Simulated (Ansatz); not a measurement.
Species: sum formula SiN2H4F, charge 0, multiplicity 2. It need not be the lowest isomer of its formula. 
Geometry from a B3LYP-D3(BJ)/def2-TZVP (Ansatz, an electronic-structure program) optimisation:
SMILES: N[Si](N)F
```xyz
8

N     -1.3171    -0.6026     0.5682
Si     0.1617    -0.2736    -0.2419
N      1.3056     0.1039     0.9665
F     -0.2228     0.9360    -1.2476
H     -1.3518    -1.3367     1.2590
H     -2.1884    -0.5272     0.0649
H      2.2958     0.0787     0.7897
H      1.0660     0.6830     1.7590
```
Charge 0, spin multiplicity 2.

Atomisation energy built up term by term with Ansatz (kcal/mol; UHF references for open shells; valence terms freeze the core; atomic spin-orbit terms are left out). CBS(X,Y): correlation extrapolated as X^-3; Hartree-Fock from the larger set.

```csv
term,basis,kcal/mol
Hartree-Fock,aug-cc-pV(Q+d)Z,467.71
CCSD correlation,"CBS(aug-cc-pV(T+d)Z,aug-cc-pV(Q+d)Z)",203.79
(T),"CBS(aug-cc-pV(T+d)Z,aug-cc-pV(Q+d)Z)",12.71
core correlation,cc-pwCVTZ,1.39
scalar relativity (X2C),cc-pVTZ-DK against cc-pVTZ,-1.50
sum: De,,684.1
```

(T) makes 1.9 % of the CCSD(T) atomisation energy; under 5 % is typical of single-reference molecules.
